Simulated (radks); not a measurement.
The numbers below are computed, except where a source is named.
Pr2+, 57 electrons, occupied as [Xe] 6s2 6p1 (not the ground configuration). Level of theory: scalar-relativistic Kohn-Sham, PBE, spin-polarised, spherical densities, point nucleus; open shells are filled with parallel spins first (spin-orbit coupling, left out, can overturn this in heavy ions) (a radial shooting solver on a logarithmic mesh with Libxc functionals). Some entries of the table are withheld. Estimate them.

| orbital | occ. | eigenvalue (hartree) | <r^2> (bohr^2) | r(max) (bohr) |
|---|---|---|---|---|
| 1s up | 1 | -1538.428 | 0.0007895 | 0.01541 |
| 1s down | 1 | -1538.427 | 0.0007895 | 0.01541 |
| 2s up | 1 | -248.9806 | 0.01254 | 0.08725 |
| 2s down | 1 | -248.9804 | 0.01254 | 0.08725 |
| 2p up | 3 | -222.9404 | 0.01001 | 0.07028 |
| 2p down | 3 | -222.9399 | 0.01001 | 0.07028 |
| 3s up | 1 | -55.21838 | 0.08477 | 0.2491 |
| 3s down | 1 | -55.21797 | 0.08476 | 0.2491 |
| 3p up | 3 | -46.97348 | 0.08481 | 0.2440 |
| 3p down | 3 | -46.97301 | 0.08481 | 0.2440 |
| 3d up | 5 | -35.39724 | 0.07222 | 0.2007 |
| 3d down | 5 | -35.39678 | 0.07222 | 0.2007 |
| 4s up | 1 | -12.37258 | 0.4300 | 0.5770 |
| 4s down | 1 | -12.37172 | 0.4300 | 0.5770 |
| 4p up | 3 | -9.65251 | 0.4826 | 0.6015 |
| 4p down | 3 | -9.65161 | 0.4826 | 0.6015 |
| 4d up | 5 | -5.75488 | 0.5825 | 0.6291 |
| 4d down | 5 | -5.75377 | 0.5823 | 0.6291 |
| 5s up | 1 | -2.62869 | 2.189 | 1.293 |
| 5s down | 1 | -2.62574 | 2.188 | 1.293 |
| 5p up | 3 | (1) | 2.780 | 1.428 |
| 5p down | 3 | (2) | 2.774 | 1.429 |
| 6s up | 1 | -0.71709 | 11.28 | 2.980 |
| 6s down | 1 | -0.69270 | 11.15 | 2.939 |
| 6p up | 1 | -0.53586 | 15.15 | 3.433 |
| 6p down | 0 | -0.50845 | 15.27 | 3.417 |

Answer. 
(1) 5p up eigenvalue (hartree): -1.87835
(2) 5p down eigenvalue (hartree): -1.87551
